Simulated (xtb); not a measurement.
Job for xtb: GFN2-xTB on CH6AlN (SMILES C[NH][AlH2]), a point of a torsion scan.

```
$ xtb mol.xyz --gfn 2 --opt vtight --chrg 0 --uhf 0 --input xcontrol
9

C     -1.20951284     0.27635047     0.15137630
N     -0.16979236    -0.63999150    -0.03513757
Al     1.54739593     0.00725396    -0.30800566
H     -2.08745901    -0.00242920    -0.49119158
H     -0.84479758     1.29706848    -0.04571543
H     -1.62098419     0.25821589     1.19586728
H     -0.29728509    -1.60929157     0.24475618
H      2.74017614    -1.03451328    -0.52182249
H      1.93624251     1.46582152     0.24309571
$constrain
  force constant=1.0
  dihedral: 1,2,3,8,180.0
$end
```

It printed:

```
[...]
           -------------------------------------------------
          |                Calculation Setup                |
           -------------------------------------------------



           -------------------------------------------------
          |                 G F N 2 - x T B                 |
           -------------------------------------------------

        Reference                      10.1021/acs.jctc.8b01176
      * Hamiltonian:
        H0-scaling (s, p, d)           1.850000    2.230000    2.230000
        zeta-weighting                 0.500000
      * Dispersion:
        s8                             2.700000
        a1                             0.520000
        a2                             5.000000
        s9                             5.000000
      * Repulsion:
        kExp                           1.500000    1.000000
        rExp                           1.000000
      * Coulomb:
        alpha                          2.000000
        third order                    shell-resolved
        anisotropic                    true
        a3                             3.000000
        a5                             4.000000
        cn-shift                       1.200000
        cn-exp                         4.000000
        max-rad                        5.000000


          ...................................................
          :                      SETUP                      :
          :.................................................:
          :  # basis functions                  24          :
          :  # atomic orbitals                  23          :
          :  # shells                           13          :
          :  # electrons                        18          :
          :  max. iterations                   250          :
          :  Hamiltonian                  GFN2-xTB          :
          :  restarted?                      false          :
          :  GBSA solvation                  false          :
          :  PC potential                    false          :
          :  electronic temp.          300.0000000     K    :
          :  accuracy                    1.0000000          :
          :  -> integral cutoff          0.2500000E+02      :
          :  -> integral neglect         0.1000000E-07      :
          :  -> SCF convergence          0.1000000E-05 Eh   :
          :  -> wf. convergence          0.1000000E-03 e    :
          :  Broyden damping             0.4000000          :
          :  net charge                          0          :
          :  unpaired electrons                  0          :
          ...................................................

 iter      E             dE          RMSdq      gap      omega  full diag
   1     -9.1735671 -0.917357E+01  0.177E+01    2.58       0.0  T
   2     -9.2535352 -0.799681E-01  0.113E+01    2.89       1.0  T
   3     -9.2542597 -0.724554E-03  0.698E+00    2.14       1.0  T
   4     -9.2772068 -0.229470E-01  0.121E+00    3.08       1.0  T
   5     -9.2796601 -0.245336E-02  0.622E-01    3.02       1.0  T
   6     -9.2798521 -0.192003E-03  0.179E-01    2.87       1.0  T
   7     -9.2799109 -0.587939E-04  0.721E-02    2.89       1.0  T
   8     -9.2799142 -0.330691E-05  0.179E-02    2.88       1.9  T
   9     -9.2799143 -0.612042E-07  0.595E-03    2.88       5.6  T
  10     -9.2799143 -0.162023E-07  0.165E-03    2.88      20.2  T
  11     -9.2799143 -0.194340E-08  0.772E-04    2.88      43.2  T
  12     -9.2799143 -0.143499E-09  0.435E-04    2.88      76.5  T

   *** convergence criteria satisfied after 12 iterations ***

         #    Occupation            Energy/Eh            Energy/eV
      -------------------------------------------------------------
         1        2.0000           -0.6261492             -17.0384
       ...           ...                  ...                  ...
         3        2.0000           -0.5257081             -14.3052
         4        2.0000           -0.5045418             -13.7293
         5        2.0000           -0.4944439             -13.4545
         6        2.0000           -0.4653814             -12.6637
         7        2.0000           -0.4108431             -11.1796
         8        2.0000           -0.4038868             -10.9903
         9        2.0000           -0.3577201              -9.7341 (HOMO)
        10                         -0.2517678              -6.8510 (LUMO)
        11                         -0.1773041              -4.8247
        12                         -0.1612411              -4.3876
        13                         -0.1549561              -4.2166
        14                         -0.0966261              -2.6293
       ...                                ...                  ...
        23                          0.9539731              25.9589
      -------------------------------------------------------------
                  HL-Gap            0.1059523 Eh            2.8831 eV
             Fermi-
[...]
              ...        0 min,  0.000 sec (  0.867%)
 classical contributions        ...        0 min,  0.000 sec (  0.374%)
 integral evaluation            ...        0 min,  0.000 sec ( 24.709%)
 iterations                     ...        0 min,  0.000 sec ( 19.967%)
 molecular gradient             ...        0 min,  0.001 sec ( 48.028%)
 printout                       ...        0 min,  0.000 sec (  3.526%)

         :::::::::::::::::::::::::::::::::::::::::::::::::::::
         ::                     SUMMARY                     ::
         :::::::::::::::::::::::::::::::::::::::::::::::::::::
         :: total energy              -9.200445184825 Eh    ::
         :: gradient norm              0.000050315861 Eh/a0 ::
         :: HOMO-LUMO gap              4.314669013100 eV    ::
         ::.................................................::
         :: SCC energy                -9.306221905061 Eh    ::
         :: -> isotropic ES            0.036197194879 Eh    ::
         :: -> anisotropic ES          0.007257864279 Eh    ::
         :: -> anisotropic XC          0.000472952530 Eh    ::
         :: -> dispersion             -0.003563190715 Eh    ::
         :: repulsion energy           0.105776719900 Eh    ::
         :: add. restraining           0.000000000336 Eh    ::
         :: total charge              -0.000000000000 e     ::
         :::::::::::::::::::::::::::::::::::::::::::::::::::::

           -------------------------------------------------
          |                Property Printout                |
           -------------------------------------------------

    * Orbital Energies and Occupations

         #    Occupation            Energy/Eh            Energy/eV
      -------------------------------------------------------------
         1        2.0000           -0.6230680             -16.9545
         2        2.0000           -0.5719308             -15.5630
         3        2.0000           -0.5221796             -14.2092
         4        2.0000           -0.5053850             -13.7522
         5        2.0000           -0.4972368             -13.5305
         6        2.0000           -0.4645474             -12.6410
         7        2.0000           -0.4180523             -11.3758
         8        2.0000           -0.4019614             -10.9379
         9        2.0000           -0.3677250             -10.0063 (HOMO)
        10                         -0.2091638              -5.6916 (LUMO)
        11                         -0.1851571              -5.0384
        12                         -0.1662979              -4.5252
        13                         -0.1230901              -3.3495
        14                         -0.1106315              -3.0104
        15                         -0.0260770              -0.7096
        16                          0.0860946               2.3428
        17                          0.1412566               3.8438
        18                          0.1736959               4.7265
        19                          0.2113376               5.7508
        20                          0.2376658               6.4672
       ...                                ...                  ...
        23                          1.0875886              29.5948
      -------------------------------------------------------------
                  HL-Gap            0.1585612 Eh            4.3147 eV
             Fermi-level           -0.2884444 Eh           -7.8490 eV

     #   Z          covCN         q      C6AA      α(0)
     1   6 C        3.698    -0.021    21.118     6.573
     2   7 N        2.550    -0.332    28.580     7.940
     3  13 Al       2.570     0.366    94.538    19.899
     4   1 H        0.924     0.033     2.547     2.496
     5   1 H        0.925     0.052     2.301     2.372
     6   1 H        0.924     0.033     2.547     2.496
     7   1 H        0.863     0.171     1.267     1.763
     8   1 H        0.883    -0.158     8.138     4.465
     9   1 H        0.882    -0.143     7.350     4.244

 Mol. C6AA /au·bohr⁶  :        940.743760
 Mol. C8AA /au·bohr⁸  :      33087.756879
 Mol. α(0) /au        :         52.247687


Wiberg/Mayer (AO) data.
largest (>0.10) Wiberg bond orders for each atom

 ---------------------------------------------------------------------------
     #   Z sym  total        # sym  WBO       # sym  WBO       # sym  WBO
 ---------------------------------------------------------------------------
     1   6 C    3.983 --     2 N    1.001     6 H    0.981     4 H    0.981
                             5 H    0.979
     2   7 N    3.296 --     3 Al   1.308     1 C    1.001     7 H    0.906
     3  13 Al   3.218 --     2 N    1.308     9 H    0.898     8 H    0.892
     4   1 H    0.999 --     1 C    0.981
     5   1 H    0.997 --     1 C    0.979
     6   1 H    0.999 --     1 C    0.981
     7   1 H    0.971 --     2 N    0.906
     8   1 H    0.975 --     3 Al   0.892
     9   1 H    0.980 --     3 Al   0.898
 ---------------------------------------------------------------------------

Topologies differ in total number of bonds
Writing topology from bond orders to xtbtopo.mol

molecular dipole:
                 x           y           z       tot (Debye)
 q only:       -0.580      -0.118       0.062
   full:       -0.625      -0.200       0.062       1.676
molecular quadrupole (traceless):
                xx          xy          yy          xz          yz          zz
 q only:       -1.829       0.089       0.506       0.310      -0.080       1.324
  q+dip:       -1.600       1.114       1.300       0.216      -0.099       0.300
   full:       -3.348       0.514      -0.911       0.877      -0.421       4.259

           -------------------------------------------------
          |                Geometry Summary                 |
           -------------------------------------------------

      molecular mass/u    :       59.0466221
   center of mass at/Å    :        0.4684831      -0.0673978      -0.0126350
  moments of inertia/u·Å² :        0.1283119E+02   0.1042408E+03   0.1138934E+03
rotational constants/cm⁻¹ :        0.1313802E+01   0.1617182E+00   0.1480124E+00

 * 8 selected distances

     #   Z          #   Z                                           value/Å
     1   6 C        2   7 N                                       1.4626150
     2   7 N        3  13 Al                                      1.7835364 (max)
     1   6 C        4   1 H                                       1.0945160
     1   6 C        5   1 H                                       1.0893142
     1   6 C        6   1 H                                       1.0944557
     2   7 N        7   1 H                                       1.0190439 (min)
     3  13 Al       8   1 H                                       1.5405077
     3  13 Al       9   1 H                                       1.5432755

 * 5 distinct bonds (by element types)

   Z      Z             #   av. dist./Å        max./Å        min./Å
   1 H    6 C           3     1.0927620     1.0945160     1.0893142
   1 H    7 N           1     1.0190439     1.0190439     1.0190439
   6 C    7 N           1     1.4626150     1.4626150     1.4626150
   1 H   13 Al          2     1.5418916     1.5432755     1.5405077
   7 N   13 Al          1     1.7835364     1.7835364     1.7835364

Note: The following floating-point exceptions are signalling: IEEE_UNDERFLOW_FLAG IEEE_DENORMAL
normal termination of xtb

optimized geometry written to: xtbopt.xyz


           -------------------------------------------------
          | TOTAL ENERGY               -9.200445184825 Eh   |
          | GRADIENT NORM               0.000050315861 Eh/α |
          | HOMO-LUMO GAP               4.314669013100 eV   |
           -------------------------------------------------

------------------------------------------------------------------------
------------------------------------------------------------------------
 total:
 SCF:
 ANC optimizer:
```

The run finished.

Warnings raised: the energy holds the restraint's term.

Cost: very roughly 0.07 core-seconds.
